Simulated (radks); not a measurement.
Q: Species: Kr III. Configuration: [Ar] 3d10 4s2 4p4. Calculated with a radial shooting solver on a logarithmic mesh with Libxc functionals: Dirac Kohn-Sham, LDA (Slater exchange, Perdew-Wang correlation), spin-unpolarised, spherical densities, finite nucleus; open shells are shared between the two j in proportion to 2j + 1; Fermi nuclear charge, rms radius 4.1884 fm.

Spin-orbit splittings of the eigenvalues, e(l+1/2) - e(l-1/2), with zeta = 2 splitting/(2l+1) and mean radii in bohr:

shell  occ.  splitting (eV)  zeta (eV)  <r> j=l-1/2  <r> j=l+1/2
2p        6           53.73      35.82       0.1575       0.1614
3p        6           7.932      5.288       0.5339       0.5444
3d       10           1.308     0.5232       0.5527       0.5566
4p        4               ?          ?        1.714        1.745

Estimate the 4p splitting.

A: 0.8223 eV (zeta = 0.5482 eV).
